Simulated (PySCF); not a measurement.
## Dipole response of F⁻ (fluorine, charge -1)

[Ne], closed-shell 1S. All numbers are calculated (PySCF 2.14, no relativity, point nucleus, in def2-QZVPPD (8s5p4d2f1g, 66 functions)). Coupled (time-dependent) response in atomic units; α is the mean over directions.

```csv
method,mean α (bohr³),C₆ (like pair),S(−4)
UHF,8.834,35.28,38.08
PBE0,11.68,51.68,73.60
wB97M-V,12.09,53.78,80.82
```

S(−4) is the Cauchy moment in α(ω) = α(0) + S(−4) ω² + …

α(iu) at UHF:

| u (hartree) | α(iu) (bohr³) |
| --- | --- |
| 0 | 8.834 |
| 0.0500 | 8.740 |
| 0.100 | 8.478 |
| 0.200 | 7.635 |
| 0.300 | 6.668 |
| 0.500 | 4.992 |
| 0.750 | 3.546 |
| 1.00 | 2.620 |
| 1.50 | 1.597 |
| 2.00 | 1.081 |
| 3.00 | 0.5929 |
| 5.00 | 0.2575 |

A single London oscillator, α(iu) = α/(1 + u²/ω²), gives C₆ = (3/4) ω α². Matching the computed C₆ needs ω = 4 × 35.28 / (3 × 8.834²) = 0.603 hartree.

For an ion, C₆ is the dispersion term alone; charge-induced terms of lower order in 1/R come first.
